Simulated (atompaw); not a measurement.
## What one change does to a pseudopotential (Nd, PAW (atompaw))

| Item | Value |
| --- | --- |
| Element | Nd (Z = 60) |
| Generator | atompaw 4.2.0.5 |
| Type | PAW |
| Functional | PBE |
| Relativity | scalar-relativistic |
| Frozen core | [Kr] 4d10 |
| Valence charge | 14 |
| Reference configuration | 4f4 5s2 5p6 5d0 6s0 6p0 (charge +2) |
| Partial waves | 5s (bound): rc 2.60 bohr; 6s (bound, empty): rc 2.25 bohr; 5p (bound): rc 1.90 bohr; 6p (bound, empty): rc 2.60 bohr; 5d (bound, empty): rc 2.60 bohr; 5d channel at -0.55 Ry: rc 2.60 bohr; 4f (bound): rc 1.35 bohr; 4f channel at 0.75 Ry: rc 1.35 bohr |
| Local potential | troulliermartins scheme with l = 4 at -0.5 Ry, radius 1.85 bohr |
| Core correction | smooth core density matched at 1.50 bohr |
| Augmentation charge | sinc compensation charge, radius 2.15 bohr; PAW radius 2.60 bohr; waves and projectors: custom polynom2 7 10 vanderbiltortho |

Change: local potential bessel scheme, radius 1.85 bohr.

Cutoffs: the cutoffs (Ry, on a coarse ladder) from which the occupation-weighted sum of valence levels, in a spherical-Bessel basis at the reference potential, stays within 10 and 1 mRy of its value at 400 Ry; they do not see the model core or the augmentation charge, which bear on the density cutoff.

Q: What does the change do?

A: The bound ghost in s disappears; the range in which the s phases agree narrows (upper end at the end of the scan → 0.3). A state that the projectors do not describe sees the local part alone, so a deeper or shallower local part can create or remove a ghost.

| quantity | base | changed |
| --- | --- | --- |
| bound ghosts | s | none |
| s: phases at 2.61 bohr within 0.05 rad from the reference energy up to (Ry; the scan ends near 5) | to the end of the scan | 0.3 |
| p: phases at 2.61 bohr within 0.05 rad from the reference energy up to (Ry; the scan ends near 5) | 0.0 | 0.5 |
| d: phases at 2.61 bohr within 0.05 rad from the reference energy up to (Ry; the scan ends near 5) | 2.6 | 3.0 |
| f: phases at 2.61 bohr within 0.05 rad from the reference energy up to (Ry; the scan ends near 5) | to the end of the scan | to the end of the scan |
| lowest overlap eigenvalue by channel | s 0.60, p 0.30, d 0.90, f 0.93 | s 0.62, p 0.38, d 0.90, f 0.98 |

 A true bound ghost makes a file unfit for plane-wave use even where its test errors are small: the radial tests pick states by their node count and pass the ghost by. The cutoffs see the waves, projectors and local potential, not the compensation charge or the core.
